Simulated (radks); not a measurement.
The numbers below are computed, except where a source is named.
All-electron atom: V10+ in [Ne] 3s2 3p1.

Code: a radial shooting solver on a logarithmic mesh with Libxc functionals. Model: scalar-relativistic Kohn-Sham, BLYP, spin-polarised, spherical densities, point nucleus; open shells are filled with parallel spins first.

Energy parts (eV):
part                      energy
total                 -24783.433
kinetic                25030.194
electron-nucleus      -55669.868
Hartree                 6901.892
exchange-correlation   -1045.650

Orbitals (lengths in bohr, moments of r in powers of bohr; r(90%) holds 90 % of the orbital's charge):
1s up: occ. 1; eigenvalue (eV) -5620.064; <r> 0.06642; r(90%) 0.119
1s down: occ. 1; eigenvalue (eV) -5619.461; <r> 0.06642; r(90%) 0.119
2s up: occ. 1; eigenvalue (eV) -843.8050; <r> 0.3058; r(90%) 0.474
2s down: occ. 1; eigenvalue (eV) -843.2573; <r> 0.3057; r(90%) 0.474
2p up: occ. 3; eigenvalue (eV) -746.4614; <r> 0.2710; r(90%) 0.444
2p down: occ. 3; eigenvalue (eV) -745.7094; <r> 0.2710; r(90%) 0.444
3s up: occ. 1; eigenvalue (eV) -270.7896; <r> 0.8238; r(90%) 1.20
3s down: occ. 1; eigenvalue (eV) -267.3210; <r> 0.8249; r(90%) 1.20
3p up: occ. 1; eigenvalue (eV) -242.5724; <r> 0.8291; r(90%) 1.23
3p down: occ. 0; eigenvalue (eV) -239.1843; <r> 0.8306; r(90%) 1.24
3d up: occ. 0; eigenvalue (eV) -201.1621; <r> 0.7958; r(90%) 1.23
3d down: occ. 0; eigenvalue (eV) -198.2079; <r> 0.7956; r(90%) 1.23
4s up: occ. 0; eigenvalue (eV) -129.9763; <r> 1.648; r(90%) 2.32
4s down: occ. 0; eigenvalue (eV) -129.0254; <r> 1.658; r(90%) 2.33
4p up: occ. 0; eigenvalue (eV) -119.5109; <r> 1.696; r(90%) 2.40
4p down: occ. 0; eigenvalue (eV) -118.6465; <r> 1.707; r(90%) 2.42

The highest occupied level is 3p up at -242.57 eV. Spin moment in Bohr magnetons: 1. For comparison, the ionisation energy in NIST's Atomic Spectra Database is 254.8 eV (semi-empirical). In exact Kohn-Sham theory the highest level is minus the ionisation energy, but local and semilocal functionals leave it too shallow, through self-interaction and a potential that decays too fast; potentials with the right tail come closer. Summed over all electrons, <r^2> = 3.111 bohr^2, which gives a Langevin (diamagnetic) susceptibility term of -2.46 x 10^-6 cm^3/mol. The density falls to 0.001 e/bohr^3 at r = 1.88 bohr.
